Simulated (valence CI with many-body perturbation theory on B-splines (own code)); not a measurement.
Values are calculated unless marked as measured or tabulated.
Level structure of Ta

Method: relativistic CI+MBPT: five valence electrons over a frozen Dirac-Fock core [Xe] 4f14, a basis of 7 s, 7 p, 8 d, 6 f, 4 g, 1 h functions for each j, with the one-electron correlation potential Σ1 (screened to all orders), the two-electron term Σ2, the three-electron term Σ3, Breit, model QED; selected single and double excitations, second order for the rest, scaled by the run's own slope (own B-spline code, finite nucleus).

Set against measurement, 6 paired levels are off by 56 cm⁻¹ on average, the worst by 151. These come from a selection out of the NIST Handbook of Basic Atomic Spectroscopic Data. Levels without a partner in it may be off by more, other configurations by 1,000 to 4,000 cm⁻¹. Among the levels kept, up to 1500 cm⁻¹ of a level comes from second order outside the variational space, and about a tenth of that is noise between levels of different J, which matters for small intervals.

Levels 1 to 45 of 51, with energies above the lowest level, 5d3.6s2 4F_3/2. "Leading %" is the weight of the configuration and term that name the level; weights of strongly mixed levels are sums over their largest components and can fall short. In the jj column 3d3/2^4 stands for four electrons in 3d with j = 3/2.

```csv
No.,Configuration,Term,J,E (cm⁻¹),Leading %,Leading jj,g
1,5d3.6s2,4F,3/2,0.0,79,5d3/2^3 6s^2 (54 %),0.445
2,5d3.6s2,4F,5/2,1950,84,5d3/2^2 5d5/2 6s^2 (77 %),1.034
3,5d3.6s2,4F,7/2,3895,82,5d3/2 5d5/2^2 6s^2 (52 %),1.221
4,5d3.6s2,4F,9/2,5592,71,5d3/2 5d5/2^2 6s^2 (41 %),1.294
5,5d3.6s2,4P,1/2,6030,52,5d3/2^2 5d5/2 6s^2 (51 %),2.536
6,5d3.6s2,4P,3/2,6220,48,5d3/2^2 5d5/2 6s^2 (53 %),1.555
7,5d4.6s,6D,1/2,9187,78,5d3/2^2 5d5/2^2 6s (35 %),3.082
8,5d3.6s2,4P,5/2,9264,63,5d3/2 5d5/2^2 6s^2 (43 %),1.589
9,5d4.6s,6D,3/2,9480,79,5d3/2^3 5d5/2 6s (46 %),1.739
10,5d3.6s2,2G,7/2,9941,78,5d3/2 5d5/2^2 6s^2 (47 %),0.916
11,5d4.6s,6D,5/2,10550,84,5d3/2^2 5d5/2^2 6s (47 %),1.640
12,5d3.6s2,2G,9/2,10903,36,5d3/2^2 5d5/2 6s^2 (53 %),1.065
13,5d3.6s2,2D,3/2,10971,38,5d3/2 5d5/2^2 6s^2 (62 %),1.187
14,5d4.6s,6D,7/2,11481,92,5d3/2^2 5d5/2^2 6s (47 %),1.577
15,5d3.6s2,2P,1/2,12019,65,5d3/2 5d5/2^2 6s^2 (64 %),1.005
16,5d4.6s,6D,9/2,12624,88,5d3/2^2 5d5/2^2 6s (38 %),1.532
17,5d3.6s2,2D,5/2,13116,67,5d3/2 5d5/2^2 6s^2 (46 %),1.210
18,5d3.6s2,2H,11/2,15409,86,5d3/2 5d5/2^2 6s^2 (86 %),1.091
19,5d3.6s2,2H,9/2,15599,47,5d5/2^3 6s^2 (48 %),1.007
20,5d3.6s2,2P,3/2,16153,50,5d5/2^3 6s^2 (66 %),1.201
21,5d3.6s.6p,6G°,3/2,16903,70,5d3/2^3 6s 6p1/2 (48 %),0.129
22,5d3.6s2,2F,5/2,17557,61,5d3/2 5d5/2^2 6s^2 (35 %),0.881
23,5d3.6s2,2F,7/2,17690,62,5d3/2 5d5/2^2 6s^2 (57 %),1.137
24,5d3.6s.6p,6G°,5/2,17921,40,5d3/2^2 6s^2 6p1/2 (32 %),0.856
25,5d3.6s.6p,4D°,1/2,18171,36,5d3/2^2 5d5/2 6s 6p1/2 (24 %),0.108
26,5d3.6s.6p,6G°,5/2,18878,40,5d3/2^2 6s^2 6p1/2 (38 %),0.812
27,5d3.6s.6p,4D°,3/2,19296,32,5d3/2^2 5d5/2 6s 6p1/2 (37 %),1.072
28,5d4.6s,4D,1/2,19790,34,5d3/2^4 6s (43 %),1.360
29,5d3.6s.6p,6G°,7/2,20013,78,5d3/2^2 5d5/2 6s 6p1/2 (48 %),1.144
30,5d2.6s2.6p,2S°,1/2,20155,26,5d3/2^2 5d5/2 6s 6p1/2 (30 %),2.007
31,5d4.6s,4H,7/2,20248,58,5d3/2^3 5d5/2 6s (58 %),0.808
32,5d2.6s2.6p,2D°,3/2,20708,27,5d3/2 5d5/2 6s^2 6p1/2 (29 %),0.784
33,5d4.6s,4H,9/2,20754,55,5d3/2^3 5d5/2 6s (44 %),1.065
34,5d4.6s,4D,3/2,20836,52,5d3/2^3 5d5/2 6s (58 %),1.085
35,5d3.6s.6p,4D°,5/2,20947,15,5d3/2^2 5d5/2 6s 6p1/2 (33 %),1.184
36,5d4.6s,4G,5/2,21217,35,5d3/2^2 5d5/2^2 6s (44 %),0.918
37,5d2.6s2.6p,4F°,3/2,21643,23,5d3/2^2 6s^2 6p3/2 (26 %),0.694
38,5d4.6s,4D,1/2,21649,44,5d3/2^2 5d5/2^2 6s (40 %),1.263
39,5d2.6s2.6p,4D°,5/2,21897,10,5d3/2 5d5/2 6s^2 6p1/2 (43 %),1.143
40,5d4.6s,4H,11/2,21983,74,5d3/2^2 5d5/2^2 6s (85 %),1.159
41,5d3.6s.6p,6G°,9/2,22074,81,5d3/2 5d5/2^2 6s 6p1/2 (33 %),1.266
42,5d4.6s,4F,7/2,22350,34,5d3/2^2 5d5/2^2 6s (60 %),1.019
43,5d2.6s2.6p,4G°,7/2,22371,52,5d3/2 5d5/2 6s^2 6p1/2 (48 %),1.027
44,5d4.6s,4F,3/2,22510,57,5d3/2^2 5d5/2^2 6s (56 %),0.742
45,5d3.6s.6p,6F°,1/2,22870,66,5d3/2^2 5d5/2 6s 6p3/2 (23 %),-0.364
```

Names give the largest LS component (configuration and term), which can be under half, so a name can repeat, a term be missing and a line seem to break the LS rules; names also repeat where a configuration has a term twice.

The ionisation energy to 5d3.6s 5F_1 of the next ion comes out as 7.4696 eV (NIST: 7.54957 eV (measured), further off than twice its uncertainty). All 51 levels together are meant to be complete up to 23814 cm⁻¹.
